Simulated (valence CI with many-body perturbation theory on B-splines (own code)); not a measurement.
## Er LXIII: calculated level list

Level of theory: relativistic CI+MBPT: four valence electrons over a frozen Dirac-Fock core [He], radial functions for each j: 11 s, 11 p, 9 d, 7 f, 5 g, 2 h, 1 i, with the one-electron correlation potential Σ1, the two-electron term Σ2, the three-electron term Σ3, Breit, model QED; selected CI, second order for the rest (own B-spline code, finite nucleus).

No measured spectrum was set against this ion. As an estimate, large intervals hold to a few tenths of a per cent, small ones and those within an open d or f shell to about a per cent. Among the levels kept, up to 270 cm⁻¹ of a level comes from second order outside the variational space, and about a tenth of that is noise between levels of different J, which matters for small intervals.

Levels 46 to 90 of 112, with energies above the lowest level, (2s^2 2p1/2^2) J=0. "Leading %" is the weight of the configuration and term that name the level; weights of strongly mixed levels are sums over their largest components and can fall short. In the jj column 3d3/2^4 stands for four electrons in 3d with j = 3/2.

```tsv
No.	Configuration	Term	J	E (Ry)	Leading %	Leading jj	g	Second component
46	2s 2p2 3s	3P	1	714.96	66	2s 2p1/2 2p3/2 3s (98 %)	1.552	20 % 2s 2p2 3s 5P
47	2s 2p2 3s	3D	3	715.77	62	2s 2p1/2 2p3/2 3s (99 %)	1.427	38 % 2s 2p2 3s 5P
48	2s 2p2 3s	3P	2	717.52	38	2s 2p1/2 2p3/2 3s (99 %)	1.218	36 % 2s 2p2 3s 3D
49	2s 2p2 3p	5P°	1	719.05	39	2s 2p1/2 2p3/2 3p1/2 (100 %)	1.868	31 % 2s 2p2 3p 5D°
50	2s 2p2 3p	5D°	2	719.80	46	2s 2p1/2 2p3/2 3p1/2 (100 %)	1.339	19 % 2s 2p2 3p 3D°
51	2s 2p2 3s	3P	0	721.08	98	2s 2p1/2 2p3/2 3s (98 %)		
52	2s 2p2 3s	1P	1	721.16	44	2s 2p1/2 2p3/2 3s (97 %)	0.916	42 % 2s 2p2 3s 3D
53	2s 2p2 3s	3P	1	721.56	71	2s 2p1/2 2p3/2 3s (99 %)	1.412	17 % 2s 2p2 3s 3D
54	2s 2p2 3s	1D	2	721.78	39	2s 2p1/2 2p3/2 3s (99 %)	1.198	34 % 2s 2p2 3s 3P
55	2s 2p2 3p	3D°	3	721.99	33	2s 2p1/2 2p3/2 3p1/2 (99 %)	1.211	27 % 2s 2p2 3p 3F°
56	2s 2p2 3p	3P°	2	724.46	43	2s 2p1/2 2p3/2 3p1/2 (99 %)	1.470	17 % 2s 2p2 3p 3D°
57	2s 2p2 3p	3P°	0	726.61	49	2s 2p1/2 2p3/2 3p1/2 (98 %)		26 % 2s 2p2 3p 5D°
58	2s 2p2 3p	3D°	1	726.69	59	2s 2p1/2 2p3/2 3p1/2 (99 %)	0.886	14 % 2s 2p2 3p 3P°
59	2s 2p2 3p	3F°	2	726.88	45	2s 2p1/2 2p3/2 3p1/2 (99 %)	0.904	23 % 2s 2p2 3p 1D°
60	2s2 2p 3p	3D	3	727.66	98	2s^2 2p3/2 3p3/2 (98 %)	1.314	
61	2s2 2p 3p	1P	1	727.72	52	2s^2 2p3/2 3p3/2 (96 %)	1.328	37 % 2s2 2p 3p 3S
62	2s2 2p 3p	3P	2	729.74	63	2s^2 2p3/2 3p3/2 (97 %)	1.304	34 % 2s2 2p 3p 1D
63	2s 2p2 3p	3D°	1	730.01	29	2s 2p1/2 2p3/2 3p1/2 (99 %)	1.119	28 % 2s 2p2 3p 1P°
64	2s2 2p 3p	1S	0	731.54	66	2s^2 2p3/2 3p3/2 (97 %)		31 % 2s2 2p 3p 3P
65	2s2 2p 3d	3D°	2	733.71	48	2s^2 2p3/2 3d3/2 (97 %)	1.019	25 % 2s2 2p 3d 1D°
66	2s2 2p 3d	3F°	3	734.27	53	2s^2 2p3/2 3d3/2 (96 %)	1.073	31 % 2s2 2p 3d 1F°
67	2s2 2p 3d	3P°	1	734.55	56	2s^2 2p3/2 3d3/2 (98 %)	1.076	37 % 2s2 2p 3d 3D°
68	2s2 2p 3d	3P°	0	734.79	98	2s^2 2p3/2 3d3/2 (98 %)		
69	2s2 2p 3d	3F°	4	738.45	96	2s^2 2p3/2 3d5/2 (96 %)	1.233	
70	2s2 2p 3d	3P°	2	739.34	44	2s^2 2p3/2 3d5/2 (96 %)	1.231	39 % 2s2 2p 3d 1D°
71	2p3 3s	3P°	2	739.41	41	2p1/2^2 2p3/2 3s (85 %)	1.482	21 % 2p3 3s 5S°
72	2p3 3s	1P°	1	739.77	21	2p1/2^2 2p3/2 3s (65 %)	1.344	17 % 2p3 3s 3D°
73	2s 2p2 3p	5D°	3	740.05	44	2s 2p1/2 2p3/2 3p3/2 (84 %)	1.438	26 % 2s 2p2 3p 5P°
74	2s2 2p 3d	3D°	3	740.60	52	2s^2 2p3/2 3d5/2 (80 %)	1.246	29 % 2s2 2p 3d 1F°
75	2s 2p2 3p	3P°	1	741.13	15	2s 2p1/2 2p3/2 3p3/2 (60 %)	1.308	14 % 2s 2p2 3p 3D°
76	2s2 2p 3d	1P°	1	741.43	49	2s^2 2p3/2 3d5/2 (78 %)	1.119	20 % 2s2 2p 3d 3P°
77	2s 2p2 3p	3D°	2	742.03	45	2s 2p1/2 2p3/2 3p3/2 (95 %)	1.392	17 % 2s 2p2 3p 5P°
78	2s 2p2 3p	3P°	0	742.86	80	2s 2p1/2 2p3/2 3p3/2 (99 %)		14 % 2s 2p2 3p 5D°
79	2s 2p2 3p	3F°	4	743.02	60	2s 2p1/2 2p3/2 3p3/2 (97 %)	1.317	37 % 2s 2p2 3p 5D°
80	2s 2p2 3p	3P°	2	744.17	48	2s 2p1/2 2p3/2 3p3/2 (92 %)	1.410	16 % 2s 2p2 3p 1D°
81	2s 2p2 3p	3D°	3	744.78	52	2s 2p1/2 2p3/2 3p3/2 (99 %)	1.276	26 % 2s 2p2 3p 1F°
82	2s 2p2 3p	1P°	1	745.29	35	2s 2p1/2 2p3/2 3p3/2 (89 %)	1.184	14 % 2s 2p2 3p 3S°
83	2p3 3p	3P	1	745.30	18	2p1/2^2 2p3/2 3p1/2 (76 %)	1.466	16 % 2p3 3p 5P
84	2s 2p2 3d	5F	2	745.30	20	2p1/2^2 2p3/2 3p1/2 (55 %)	1.183	13 % 2p3 3p 3D
85	2s 2p2 3d	5F	2	745.93	25	2s 2p1/2 2p3/2 3d3/2 (61 %)	1.128	9 % 2p3 3p 3D
86	2s 2p2 3d	5D	0	745.94	83	2s 2p1/2 2p3/2 3d3/2 (100 %)		16 % 2s 2p2 3d 3P
87	2s 2p2 3d	5D	1	745.96	44	2s 2p1/2 2p3/2 3d3/2 (83 %)	1.182	17 % 2s 2p2 3d 5F
88	2s 2p2 3d	5F	3	746.37	51	2s 2p1/2 2p3/2 3d3/2 (97 %)	1.167	16 % 2s 2p2 3d 3F
89	2s 2p2 3p	3D°	2	748.35	37	2s 2p1/2 2p3/2 3p3/2 (97 %)	1.344	25 % 2s 2p2 3p 3P°
90	2s 2p2 3p	3D°	3	748.46	45	2s 2p1/2 2p3/2 3p3/2 (99 %)	1.166	35 % 2s 2p2 3p 3F°
```

Where two levels of one J and parity lie close, their mixing, g and order are uncertain.
